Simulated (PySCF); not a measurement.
# NMR parameters of Si(vinyl)2Ph2

Si(vinyl)2Ph2, C16H16Si, point group C1.

Cartesian coordinates in Å; atom numbers follow the order of the lines, from 1:
```xyz
33

Si    0.793    0.025    0.559
C     0.893    0.089    2.432
C     0.762   -0.972    3.238
H     1.098    1.062    2.898
H     0.551   -1.973    2.844
H     0.855   -0.891    4.327
C     2.534    0.035   -0.140
C     2.965    0.885   -1.080
H     3.243   -0.707    0.253
H     2.306    1.650   -1.506
H     3.992    0.858   -1.464
C    -0.132    1.538   -0.076
C     0.284    2.829    0.288
C    -0.384    3.959   -0.181
C    -1.485    3.817   -1.025
C    -1.911    2.544   -1.399
C    -1.239    1.416   -0.928
H     1.150    2.960    0.944
H    -0.045    4.955    0.113
H    -2.011    4.701   -1.393
H    -2.773    2.427   -2.062
H    -1.583    0.421   -1.227
C    -0.096   -1.541    0.015
C     0.399   -2.331   -1.033
C    -0.287   -3.465   -1.467
C    -1.487   -3.829   -0.857
C    -1.998   -3.055    0.184
C    -1.308   -1.924    0.614
H     1.336   -2.050   -1.523
H     0.116   -4.068   -2.285
H    -2.026   -4.718   -1.195
H    -2.940   -3.335    0.663
H    -1.720   -1.325    1.433
```

GIAO calculations in PySCF on the PBE0-D3(BJ)/def2-SVP structure: isolated species, non-relativistic, equivalent atoms averaged; basis pcSseg-1.

Question: Give the isotropic shieldings (ppm) with PBE0, wB97X-D.

Answer: 
```
             atoms                           environment   PBE0  wB97X-D
               Si1                 silicon bonded to 4 C  367.5    367.0
             C3/C8               carbon bonded to C, 2 H   38.3     37.6
             C2/C7             carbon bonded to C, Si, H   39.5     39.6
   C13/C17/C24/C28               carbon bonded to 2 C, H   41.5     40.5
           C12/C23              carbon bonded to 2 C, Si   46.4     45.6
           C15/C26               carbon bonded to 2 C, H   48.9     47.8
   C14/C16/C25/C27               carbon bonded to 2 C, H   51.1     50.1
   H18/H22/H29/H33    hydrogen on a carbon bonded to 2 C  23.62    23.73
           H20/H31    hydrogen on a carbon bonded to 2 C  23.73    23.82
   H19/H21/H30/H32    hydrogen on a carbon bonded to 2 C  23.76    23.87
             H4/H9  hydrogen on a carbon bonded to C, Si  24.63    24.78
     H5/H6/H10/H11      hydrogen on a carbon bonded to C  25.00    25.13
HOMO–LUMO gap (eV)                                     –   6.43     9.91
```

Question: And the chemical shifts, against references computed in the same way?

Answer: 
```tsv
atoms	nucleus, reference	PBE0	wB97X-D
Si1	29Si, TMS	-15.5	-14.1
C3/C8	13C, TMS	146.1	147.0
C2/C7	13C, TMS	144.9	144.9
C13/C17/C24/C28	13C, TMS	142.9	144.0
C12/C23	13C, TMS	138.0	138.9
C15/C26	13C, TMS	135.5	136.7
C14/C16/C25/C27	13C, TMS	133.4	134.4
H18/H22/H29/H33	1H, TMS	7.64	7.65
H20/H31	1H, TMS	7.54	7.56
H19/H21/H30/H32	1H, TMS	7.51	7.51
H4/H9	1H, TMS	6.64	6.60
H5/H6/H10/H11	1H, TMS	6.27	6.25
```

Question: Which part of the shielding of Si1 depends on the functional?

Answer: Diamagnetic: PBE0 889, wB97X-D 889 ppm; paramagnetic: PBE0 -521, wB97X-D -522 ppm.
